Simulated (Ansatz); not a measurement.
One change: `[NH]=[V]([F])([Cl])[Cl]` becomes `[CH3][V](=[NH])([Cl])[Cl]`.

Ansatz, PBE0-D4/def2-TZVP geometries, multiplicity 1. Each molecule was computed in one conformer, which needn't be the lowest.

Scalar relativity is left out up to krypton.

```csv
property,`[NH]=[V]([F])([Cl])[Cl]`
zero-point energy (PBE0-D4/def2-TZVP) / kJ/mol,50.0
HOMO–LUMO gap (B3LYP/def2-TZVPP) / eV,4.71
LUMO energy (PBE0/def2-TZVPP) / eV,-3.71
HOMO energy (PBE0/def2-TZVPP) / eV,-8.92
HOMO energy (ωB97M-V/def2-TZVPP) / eV,-11.11
LUMO energy (B3LYP/def2-TZVPP) / eV,-3.94
```

Q: What does the change do to each property? (Estimate.)

A: Computed: 
```json
{"property": "zero-point energy (PBE0-D4/def2-TZVP) / kJ/mol", "`[CH3][V](=[NH])([Cl])[Cl]`": "136.4", "shift": "86.4"}
{"property": "HOMO–LUMO gap (B3LYP/def2-TZVPP) / eV", "`[CH3][V](=[NH])([Cl])[Cl]`": "4.81", "shift": "0.10"}
{"property": "LUMO energy (PBE0/def2-TZVPP) / eV", "`[CH3][V](=[NH])([Cl])[Cl]`": "-3.16", "shift": "0.55"}
{"property": "HOMO energy (PBE0/def2-TZVPP) / eV", "`[CH3][V](=[NH])([Cl])[Cl]`": "-8.49", "shift": "0.43"}
{"property": "HOMO energy (ωB97M-V/def2-TZVPP) / eV", "`[CH3][V](=[NH])([Cl])[Cl]`": "-10.69", "shift": "0.42"}
{"property": "LUMO energy (B3LYP/def2-TZVPP) / eV", "`[CH3][V](=[NH])([Cl])[Cl]`": "-3.42", "shift": "0.52"}
```

With PBE0 the HOMO rises by 0.43 eV and the LUMO rises by 0.55 eV, so the gap widens by about 0.12 eV. PBE moves the HOMO by 0.37 eV and ωB97M-V by 0.42 eV. The zero-point energy changes by 86.4 kJ/mol with +9 modes.

B3LYP here is the variant with VWN-RPA as its local correlation; programs differ in this.
